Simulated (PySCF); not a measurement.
A geometry optimisation, step by step.

Species: B₂F₂H₅P.
SMILES with atom numbers: `[F:1][B:2]([F:3])[BH2-:4][PH3+:5]` (hydrogens: H6, H7 on B4; H8, H9, H10 on P5)

Method: PBE0-D3(BJ)/def2-SVP geometry optimisation, gas phase (PySCF 2.14.0); density fitting, grid level 1; the optimiser is geomeTRIC in internal coordinates, started from a GFN2-xTB structure with every atom displaced at random (about 0.01 Å). The frame can shift and turn from step to step; on so coarse a grid that alone can change the energy by a few meV, and forces under 0.02 eV/Å are noise.

Step 0: E = -16140.6424 eV, largest atomic force 1.867 eV/Å
```
atom  x, y, z in Å  |  force x, y, z in eV/Å
F1      2.930   -0.339   -0.084   -1.087   0.078  -0.135
B2      1.628   -0.075    0.182    1.735   0.086   0.686
F3      1.502    0.484    1.398   -0.141   0.042   0.060
B4      0.312   -0.364   -0.774   -0.841  -0.080   0.111
P5     -1.253    0.215    0.224    1.170   0.197   0.397
H6      0.057   -1.513   -1.001   -0.003  -0.551  -0.040
H7      0.238    0.263   -1.784    0.036   0.452  -0.588
H8     -2.505    0.115   -0.313   -1.076  -0.213  -0.705
H9     -1.336    1.548    0.658    0.146   0.359  -0.070
H10    -1.523   -0.356    1.474    0.061  -0.369   0.285
```

Step 1: E = -16140.7651 eV, largest atomic force 0.403 eV/Å
```
atom  x, y, z in Å  |  force x, y, z in eV/Å
F1      2.869   -0.395   -0.266    0.036   0.051   0.157
B2      1.677   -0.064    0.219   -0.095  -0.129  -0.370
F3      1.714    0.476    1.440   -0.042  -0.009   0.043
B4      0.277   -0.339   -0.714   -0.086   0.052   0.085
P5     -1.283    0.224    0.240   -0.137   0.101   0.125
H6      0.053   -1.516   -0.941    0.056  -0.069   0.018
H7      0.228    0.313   -1.745    0.065   0.048  -0.006
H8     -2.554    0.088   -0.383    0.143  -0.024   0.002
H9     -1.367    1.579    0.642    0.037   0.034  -0.040
H10    -1.564   -0.387    1.486    0.024  -0.056  -0.013
```

Step 2: E = -16140.7757 eV, largest atomic force 0.231 eV/Å
```
atom  x, y, z in Å  |  force x, y, z in eV/Å
F1      2.869   -0.390   -0.231    0.004  -0.018  -0.025
B2      1.658   -0.071    0.212    0.144  -0.102  -0.149
F3      1.677    0.458    1.438   -0.152   0.053   0.122
B4      0.271   -0.341   -0.725   -0.102   0.017  -0.020
P5     -1.276    0.232    0.244   -0.026   0.053   0.086
H6      0.054   -1.522   -0.952    0.029  -0.003   0.026
H7      0.233    0.316   -1.754    0.033   0.025   0.015
H8     -2.541    0.094   -0.379    0.022  -0.007  -0.014
H9     -1.347    1.591    0.638    0.026  -0.006  -0.023
H10    -1.548   -0.387    1.488    0.021  -0.011  -0.018
```

Step 3: E = -16140.7771 eV, largest atomic force 0.201 eV/Å
```
atom  x, y, z in Å  |  force x, y, z in eV/Å
F1      2.858   -0.405   -0.194   -0.041   0.062   0.132
B2      1.632   -0.091    0.208    0.074  -0.087  -0.053
F3      1.569    0.426    1.442    0.155   0.024   0.084
B4      0.266   -0.345   -0.744   -0.110  -0.030  -0.165
P5     -1.256    0.250    0.249    0.094  -0.041  -0.025
H6      0.054   -1.529   -0.969   -0.025   0.052   0.014
H7      0.251    0.323   -1.768   -0.018  -0.011   0.023
H8     -2.518    0.116   -0.368   -0.126   0.023  -0.012
H9     -1.296    1.614    0.631   -0.005  -0.033   0.011
H10    -1.510   -0.380    1.492    0.002   0.041  -0.007
```

Step 4: E = -16140.7819 eV, largest atomic force 0.071 eV/Å
```
atom  x, y, z in Å  |  force x, y, z in eV/Å
F1      2.864   -0.412   -0.188   -0.036  -0.009  -0.005
B2      1.638   -0.099    0.210    0.069  -0.017   0.008
F3      1.598    0.421    1.445   -0.009   0.004   0.030
B4      0.263   -0.345   -0.746   -0.010  -0.004  -0.053
P5     -1.260    0.251    0.245    0.031  -0.019  -0.018
H6      0.041   -1.526   -0.971   -0.012   0.012   0.004
H7      0.246    0.323   -1.769    0.001   0.000   0.013
H8     -2.531    0.126   -0.366   -0.031   0.015   0.006
H9     -1.295    1.612    0.632   -0.002   0.003   0.009
H10    -1.513   -0.373    1.489   -0.001   0.014   0.005
```

Step 5: E = -16140.7825 eV, largest atomic force 0.033 eV/Å
```
atom  x, y, z in Å  |  force x, y, z in eV/Å
F1      2.861   -0.433   -0.186   -0.017  -0.017  -0.022
B2      1.637   -0.112    0.209    0.015  -0.001   0.029
F3      1.598    0.405    1.447   -0.016  -0.008  -0.001
B4      0.259   -0.346   -0.752    0.016   0.002  -0.015
P5     -1.257    0.260    0.244    0.006  -0.004  -0.010
H6      0.028   -1.524   -0.978   -0.008   0.001  -0.002
H7      0.247    0.326   -1.772    0.003   0.003   0.004
H8     -2.535    0.146   -0.357   -0.002   0.011   0.009
H9     -1.281    1.620    0.634    0.001   0.007   0.005
H10    -1.508   -0.362    1.490    0.000   0.006   0.004
```

Step 6: E = -16140.7828 eV, largest atomic force 0.156 eV/Å
```
atom  x, y, z in Å  |  force x, y, z in eV/Å
F1      2.841   -0.531   -0.179    0.052  -0.033  -0.053
B2      1.625   -0.176    0.203   -0.123   0.057   0.078
F3      1.587    0.326    1.450   -0.011  -0.039  -0.077
B4      0.244   -0.347   -0.774    0.061   0.003   0.075
P5     -1.240    0.301    0.246   -0.052   0.035   0.013
H6     -0.033   -1.513   -1.005   -0.001  -0.019  -0.021
H7      0.257    0.338   -1.784    0.007   0.005  -0.016
H8     -2.540    0.237   -0.318    0.056  -0.004   0.006
H9     -1.211    1.659    0.644    0.010   0.011  -0.004
H10    -1.480   -0.314    1.497    0.001  -0.015  -0.001
```

Step 7: E = -16140.7829 eV, largest atomic force 0.141 eV/Å
```
atom  x, y, z in Å  |  force x, y, z in eV/Å
F1      2.827   -0.581   -0.187    0.057  -0.022  -0.036
B2      1.618   -0.208    0.199   -0.117   0.051   0.059
F3      1.587    0.283    1.450   -0.001  -0.037  -0.074
B4      0.235   -0.347   -0.781    0.044  -0.002   0.080
P5     -1.232    0.324    0.250   -0.047   0.035   0.017
H6     -0.063   -1.507   -1.018   -0.001  -0.014  -0.019
H7      0.262    0.343   -1.786    0.006   0.005  -0.017
H8     -2.538    0.285   -0.302    0.049  -0.007  -0.001
H9     -1.175    1.679    0.652    0.011   0.006  -0.005
H10    -1.471   -0.290    1.502    0.000  -0.015  -0.003
```

Step 8: E = -16140.7835 eV, largest atomic force 0.052 eV/Å
```
atom  x, y, z in Å  |  force x, y, z in eV/Å
F1      2.825   -0.585   -0.194    0.021  -0.004  -0.009
B2      1.617   -0.211    0.198   -0.046   0.018   0.013
F3      1.590    0.278    1.448    0.006  -0.020  -0.029
B4      0.235   -0.347   -0.778    0.009  -0.006   0.045
P5     -1.232    0.326    0.252   -0.015   0.023   0.013
H6     -0.065   -1.506   -1.017   -0.002  -0.002  -0.013
H7      0.262    0.344   -1.783    0.003   0.001  -0.009
H8     -2.535    0.288   -0.304    0.020  -0.002  -0.004
H9     -1.174    1.682    0.654    0.007   0.002  -0.003
H10    -1.474   -0.289    1.503   -0.002  -0.009  -0.004
```

Step 9: E = -16140.7837 eV, largest atomic force 0.045 eV/Å
```
atom  x, y, z in Å  |  force x, y, z in eV/Å
F1      2.827   -0.575   -0.198   -0.018   0.005   0.009
B2      1.617   -0.205    0.198    0.034  -0.011  -0.028
F3      1.594    0.285    1.447    0.006  -0.002   0.024
B4      0.236   -0.348   -0.772   -0.021  -0.012   0.001
P5     -1.234    0.323    0.253    0.019   0.011   0.005
H6     -0.061   -1.508   -1.014   -0.001   0.009  -0.005
H7      0.262    0.343   -1.779    0.000  -0.003   0.001
H8     -2.531    0.280   -0.312   -0.013   0.004  -0.005
H9     -1.179    1.680    0.653    0.001  -0.002   0.001
H10    -1.482   -0.294    1.503   -0.004   0.000  -0.003
```

Step 10: E = -16140.7838 eV, largest atomic force 0.027 eV/Å
```
atom  x, y, z in Å  |  force x, y, z in eV/Å
F1      2.828   -0.574   -0.200   -0.009   0.000   0.005
B2      1.618   -0.206    0.198    0.018  -0.005  -0.019
F3      1.597    0.285    1.447    0.001  -0.005   0.014
B4      0.235   -0.349   -0.771   -0.011  -0.007   0.004
P5     -1.234    0.323    0.254    0.010   0.010   0.001
H6     -0.062   -1.509   -1.014   -0.001   0.006  -0.003
H7      0.262    0.342   -1.777   -0.001   0.000   0.000
H8     -2.531    0.283   -0.313   -0.005   0.004  -0.003
H9     -1.177    1.679    0.655    0.001  -0.002   0.002
H10    -1.485   -0.295    1.502   -0.003   0.000  -0.001
```

**Question.** Summarise the path.

**Answer.** The energy falls by 13.65 kJ/mol from step 0 to step 10; nine tenths of that is first reached at step 2. It falls at every step. The largest force goes from 1.867 to 0.027 eV/Å. Among the bonds P5–H8 changes most, from 1.366 to 1.416 Å; the atoms move by 0.062 Å rms after alignment.

What follows is the cost of the whole optimisation. Time: 34 s of wall time; peak memory 0.41 GiB. Hardware: Arm Neoverse V1, one thread, shared host.
